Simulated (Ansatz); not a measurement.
`[NH2][Hf]([NH2])([Br])[Br]`, charge 0, multiplicity 1.

**Question.** Give a relaxed structure at PBE0-D4/def2-TZVP (Ansatz). (Best estimate.)

**Answer.** Ansatz gave: 
Cartesian coordinates in Å:
```
N 0.020 1.662 -0.290
Hf 0.618 -0.226 0.014
N -1.078 -1.271 0.266
Br 1.987 -0.364 2.123
Br 1.816 -1.088 -2.026
H -0.077 2.367 0.428
H -0.147 2.084 -1.194
H -2.016 -0.898 0.240
H -1.122 -2.266 0.441
```
Point group Cs.
This is one stationary point; other conformers may exist.
